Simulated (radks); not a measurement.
Charge is removed step by step from the 5d5/2 level of Re2+, starting from [Xe] 4f14 5d(3/2: 4, 5/2: 1). All-electron calculation, Dirac Kohn-Sham, PBEsol, spin-unpolarised, spherical densities, finite nucleus; Fermi nuclear charge, rms radius 5.3698 fm. Program: a radial shooting solver on a logarithmic mesh with Libxc functionals.

removed (e),E - E(0) (eV),eigenvalue (eV),E minus straight line (eV)
0,0.000,-20.800,0.000
0.25,5.543,-23.558,-1.070
0.5,11.786,-26.399,-1.440
0.75,18.749,-29.318,-1.089
1,26.451,-32.312,0.000

Removing the whole electron costs 26.451 eV by Delta-SCF, against 20.800 eV from minus the eigenvalue at the starting occupation. Slater's transition state (half an electron removed) gives 26.399 eV. Integrating minus the eigenvalue over the occupation (Janak's theorem) gives 26.451 eV. The mean slope of the eigenvalue, de/dn, is 11.5 eV per electron. Ionisation energy of Re2+ in the NIST Atomic Spectra Database: 27 eV (theoretical).

Beside tabulated values, note that spin-unpolarised runs miss the spin-polarisation part of the exchange energy of open shells.
